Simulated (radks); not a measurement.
Spherical jellium clusters: N electrons in a uniform positive sphere of charge N and radius rs N^(1/3), rs = 5.1 bohr. Method: non-relativistic Kohn-Sham, PBEsol, spin-polarised, spherical densities; computed with a radial shooting solver with Libxc functionals. Levels are named by radial order and angular momentum (1s, 1p, 1d, 2s, ...), and open shells are averaged over m. Each electron was tried in the lowest free levels, single moves between levels near the top were tried too, and the lowest total energy was kept; such a search can miss a lower state. The series stops at N = 11: beyond it a trial failed or the search could not be trusted, so later rows were left out. Energies include the self-energy of the background; IP and EA are vertical (highest electron removed, lowest free level filled), at fixed background; spill-out counts the electrons outside the background radius R, and alpha is the static dipole polarisability from linear response (closed shells only). A dash means not computed or, for alpha, an open shell; in EA it means that no bound solution was reached, which is typical of self-interaction and does not show that the anion is unstable. Real open-shell clusters deform, which this model forbids.

| N | open shells | 2S | E(N+1) + E(N-1) - 2E(N) (eV) | IP (eV) | -e(HOMO) (eV) |
|---|---|---|---|---|---|
| 1 | 1s(up 1, down 0) | 1 | - | - | 2.581 |
| 2 | none | 0 | 0.642 | 4.287 | 2.615 |
| 3 | 1p(up 1, down 0) | 1 | -0.494 | 3.347 | 1.948 |
| 4 | 1p(up 2, down 0) | 2 | -0.304 | 3.722 | 2.315 |
| 5 | 1p(up 3, down 0) | 3 | 0.354 | 3.905 | 2.540 |
| 6 | 1p(up 3, down 1) | 2 | -0.312 | 3.450 | 2.261 |
| 7 | 1p(up 3, down 2) | 1 | -0.197 | 3.697 | 2.495 |
| 8 | none | 0 | 0.761 | 3.834 | 2.650 |
| 9 | 1d(up 1, down 0) | 1 | -0.201 | 3.020 | 1.940 |
| 10 | 1d(up 2, down 0) | 2 | -0.161 | 3.194 | 2.123 |
| 11 | 1d(up 3, down 0) | 3 | - | 3.324 | 2.268 |

All shells are closed at N = 2, 8 (there: 1s2 1p6); the second difference of the energy has clear peaks (12 % above both neighbours; the first and last values, which can be the largest, are not judged, and half-filled shells can peak too) at N = 5, 8.
